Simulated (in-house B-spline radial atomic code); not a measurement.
**LC-wPBE excitations of Cu XII (Cu11+)**

Method: LC-wPBE. Computed with a B-spline radial code for spherical atoms: linear response of the closed shell [Ne] 3s2 3p6 with the functional's adiabatic kernel; non-relativistic, point nucleus, no spin-orbit coupling, no double excitations, S, P, D and F terms only. Only terms of natural parity with L up to 3 were computed.

Without relativity these are model numbers for so heavy an element.

Command:
```bash
python run_td.py task.json out
```
Settings (radii: box in bohr, nucleus in fm):
```
Z                        29
electrons                18
configuration            [Ne] 3s2 3p6
hamiltonian              nr
method                   lc_wpbe
box_radius               9.07
intervals                51
```

Time taken, with all properties: 0.6 s on 1 thread of Intel(R) Xeon(R) Platinum 8259CL CPU @ 2.50GHz (Skylake/Cascade Lake), on a shared host.

The lowest states, in the order of their Tamm-Dancoff energies; the method's threshold (minus the highest occupied level) is 356.38 eV. Labels give the largest channel, * marks a mixed state, and oscillator strengths are full-response dipole values. Semilocal kernels can invert the small singlet-triplet splittings of Rydberg terms. Energies in eV:

```csv
state,full response,Tamm-Dancoff,oscillator strength
3p → 3d 3P,?,?,-
3p → 3d 3F,62.84,63.05,-
3p → 3d 1F,68.47,68.50,-
3p → 3d 1P,87.21,90.73,2.31
3s → 3d 3D,105.90,105.97,-
3s → 3d 1D,112.38,112.54,-
3p → 4s 3P,176.27,176.28,-
3p → 4s 1P,177.62,177.67,0.29
3p → 4p 3S,189.84,189.87,-
3p → 4p 3D,190.93,190.94,-
3p → 4p 1D,191.89,191.90,-
3p → 4p 1S,198.28,198.61,-
3p → 4d 3P,213.48,213.49,-
3p → 4d 3F,213.76,213.77,-
3p → 4d 1F,214.31,214.31,-
3p → 4d 1P,?,?,?
```

Question: Where does 3p → 4d 1P lie?

Answer: At 215.34 eV in full response, 215.36 eV in Tamm-Dancoff, oscillator strength 0.914.

Question: Where does 3p → 3d 3P lie?

Answer: At 62.10 eV in full response, 62.29 eV in Tamm-Dancoff.

Question: How large is the singlet-triplet splitting of 3p → 3d (F terms) in Tamm-Dancoff?

Answer: 5.46 eV, from the unrounded values.

Question: What polarisabilities and dispersion coefficient does the method give?

Answer: Dipole 0.2721 bohr³, quadrupole 0.1127 bohr⁵, C6 0.2166 hartree·bohr⁶ for two such species.
